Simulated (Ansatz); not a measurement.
The cluster Na₅H₄⁺. Total charge 1; singlet. Geometry relaxed at r2SCAN-D4/def2-SVP.

```xyz
9

Na   -1.0617    2.7696   -0.1547
Na    2.5598    0.9270   -1.1858
Na   -2.6823   -0.9697    0.8241
Na    0.1780    0.0593    0.5194
Na    0.9365   -2.8094   -0.2072
H    -0.8504   -1.9951    0.5753
H     0.8855    2.0071   -0.4753
H    -1.9188    0.9896    0.6016
H     1.9533   -0.9784   -0.4974
```

The structure comes from a short search, and lower isomers may exist.

Task: Estimate the harmonic wavenumbers at RKS r2SCAN-D4/def2-SVP (Ansatz, unscaled). Is this a minimum?

Result: 43, 56, 135, 139, 139, 140, 185, 221, 222, 269, 432, 432, 526, 590, 637, 640, 785, 972, 1104, 1104, 1153 cm⁻¹. Yes, no mode is imaginary beyond noise. Zero-point energy 59.4 kJ/mol. Hardware: 4 threads of Intel Xeon 6975P-C on a shared host. Wall time 41 s.
